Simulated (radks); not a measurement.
Values are calculated unless marked as measured or tabulated.
Ionisation of neutral zinc, [Ar] 3d10 4s2, to Zn+, [Ar] 3d10 4s1, under several functionals. Non-relativistic Kohn-Sham, spin-polarised, spherical densities, point nucleus; open shells are filled with parallel spins first; a radial shooting solver on a logarithmic mesh with Libxc functionals.

functional,E(Zn) (hartree),Exc (hartree),IE (eV),-e(HOMO) (eV),<r> HOMO (bohr),IE error (eV)
HCTH/407,-1780.39737,-72.16692,9.476,5.823,2.735,+0.082
"LDA (Slater exchange, VWN5 correlation)",-1776.57385,-68.15792,9.686,6.061,2.677,+0.292
"LDA (Slater exchange, Perdew-Zunger correlation)",-1776.55743,-68.14091,9.716,6.067,2.677,+0.321
MS2 meta-GGA,-1779.21037,-70.85189,9.261,5.853,2.701,-0.134
revTPSS,-1778.96017,-70.57931,9.156,5.830,2.698,-0.238
TPSS,-1779.45155,-71.08594,9.151,5.793,2.694,-0.243
exchange-only LDA,-1773.90989,-65.43180,8.447,5.044,2.735,-0.948
Tao-Mo meta-GGA,-1778.98550,-70.60554,9.237,5.806,2.703,-0.157
"LDA (Slater exchange, Perdew-Wang correlation)",-1776.56148,-68.14508,9.692,6.061,2.677,+0.298
BP86,-1779.71418,-71.35354,9.544,6.007,2.687,+0.149

NIST Atomic Spectra Database: 9.394 eV (measured). Closest: HCTH/407. The Delta-SCF values span 1.27 eV, the total energies 6.49 hartree. The highest occupied level is 4s.
